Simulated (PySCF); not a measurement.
## Bond curve of KBa

Set-up: basis K x2c-TZVPall, Ba x2c-TZVPall; spin-free X2C with a Gaussian nucleus; PySCF 2.14. Energies in eV from K + Ba in their ground configurations at the same level. State: ²Σ⁺ (doublet), unpaired electrons σ ↑.

All columns are PBE0. A positive dipole means K(−)Ba(+).

```json
{"R (Å)": "3.919", "E (eV)": "-0.136", "μ (D)": "-1.07", "Mulliken charge on K (basis-dependent)": "-0.08", "HOMO (eV)": "-2.71", "LUMO (eV)": "-1.41", "Mayer bond order": "0.75", "⟨S²⟩": "0.76"}
{"R (Å)": "4.101", "E (eV)": "-0.209", "μ (D)": "-1.22", "Mulliken charge on K (basis-dependent)": "-0.06", "HOMO (eV)": "-2.73", "LUMO (eV)": "-1.44", "Mayer bond order": "0.71", "⟨S²⟩": "0.76"}
{"R (Å)": "4.284", "E (eV)": "-0.248", "μ (D)": "-1.33", "Mulliken charge on K (basis-dependent)": "-0.04", "HOMO (eV)": "-2.75", "LUMO (eV)": "-1.47", "Mayer bond order": "0.67", "⟨S²⟩": "0.76"}
{"R (Å)": "4.420", "E (eV)": "-0.262", "μ (D)": "-1.39", "Mulliken charge on K (basis-dependent)": "-0.03", "HOMO (eV)": "-2.77", "LUMO (eV)": "-1.49", "Mayer bond order": "0.63", "⟨S²⟩": "0.76"}
{"R (Å)": "4.557", "E (eV)": "-0.266", "μ (D)": "-1.43", "Mulliken charge on K (basis-dependent)": "-0.01", "HOMO (eV)": "-2.79", "LUMO (eV)": "-1.51", "Mayer bond order": "0.60", "⟨S²⟩": "0.76"}
{"R (Å)": "4.694", "E (eV)": "-0.262", "μ (D)": "-1.46", "Mulliken charge on K (basis-dependent)": "0.00", "HOMO (eV)": "-2.81", "LUMO (eV)": "-1.52", "Mayer bond order": "0.56", "⟨S²⟩": "0.76"}
{"R (Å)": "4.876", "E (eV)": "-0.248", "μ (D)": "-1.48", "Mulliken charge on K (basis-dependent)": "0.01", "HOMO (eV)": "-2.83", "LUMO (eV)": "-1.54", "Mayer bond order": "0.50", "⟨S²⟩": "0.76"}
{"R (Å)": "5.104", "E (eV)": "-0.223", "μ (D)": "-1.48", "Mulliken charge on K (basis-dependent)": "0.02", "HOMO (eV)": "-2.86", "LUMO (eV)": "-1.55", "Mayer bond order": "0.44", "⟨S²⟩": "0.76"}
{"R (Å)": "5.377", "E (eV)": "-0.188", "μ (D)": "-1.45", "Mulliken charge on K (basis-dependent)": "0.03", "HOMO (eV)": "-2.90", "LUMO (eV)": "-1.55", "Mayer bond order": "0.36", "⟨S²⟩": "0.76"}
{"R (Å)": "5.742", "E (eV)": "-0.143", "μ (D)": "-1.34", "Mulliken charge on K (basis-dependent)": "0.04", "HOMO (eV)": "-2.93", "LUMO (eV)": "-1.54", "Mayer bond order": "0.28", "⟨S²⟩": "0.76"}
```

A fit through these points gives, at Re = 4.546 Å, μ = -1.42 D and dμ/dR = -0.261 D/Å; the reduced mass is 30.38 u.

Problem. How strong is the fundamental in the double-harmonic approximation, I = 42.26·(dμ/dR)²/μred km/mol?

Solution. I = 42.26·(-0.261)²/30.38 = 0.0948 km/mol at PBE0.

The bond is weak. Basis-set superposition, not corrected here, can be much of De in a small basis, most of all at correlated wavefunction levels. Functionals without a dispersion term scatter widely for such bonds, and LDA overbinds them. Spin–orbit coupling is left out. The state is the lowest determinant that a PBE0 search found; another state may lie lower at other levels.
